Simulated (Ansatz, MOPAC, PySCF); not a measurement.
Torsion H4–O1–Se2–Br3 in BrHOSe (SMILES O[Se]Br); at each angle all else is relaxed with GFN2-xTB, and the levels are single points there.
Geometry at 270° (charge 0, multiplicity 1):
```xyz
4

O     -1.081     0.134     0.363
Se     0.333     1.050    -0.220
Br     1.996     0.049     0.998
H     -1.253    -0.651    -0.169
```

On the grid 0° to 330°, 180° is the highest and 270° the lowest point at wB97M-V/def2-TZVPP.

Frozen-core correlation. Filled d and f shells under p-block atoms count as core. Rows in 6-31G* carry no dispersion term and start afresh at each structure (6-31G* with six Cartesian d functions); the Pople sets are all-electron and without relativity. The state that PM6 reach isn't checked.

The values were computed with Ansatz (Gaussian orbitals); MOPAC for PM6 (differences of heats of formation); PySCF for 6-31G* rows, M06-2X, the dispersion terms. 

| level | energy at 180° less that at 270° (meV) |
|---|---|
| PM6 | 225.4 |
| HF/6-31G* | 350.0 |
| BLYP-D3(BJ)/def2-TZVPP | 372.5 |
| BP86/6-31G* | 453.2 |
| r2SCAN/def2-TZVPP | 363.0 |
| B3LYP-D4/def2-TZVPP | 351.0 |
| M06-2X/def2-TZVPP | 330.0 |
| SCS-MP2/cc-pVDZ | 364.6 |
| SCS-MP2/cc-pVTZ | … |

### Question
Complete the blanks.

### Answer

- SCS-MP2/cc-pVTZ, energy at 180° less that at 270° (meV): 342.5

Ansatz is a quantum-chemistry and plane-wave program.
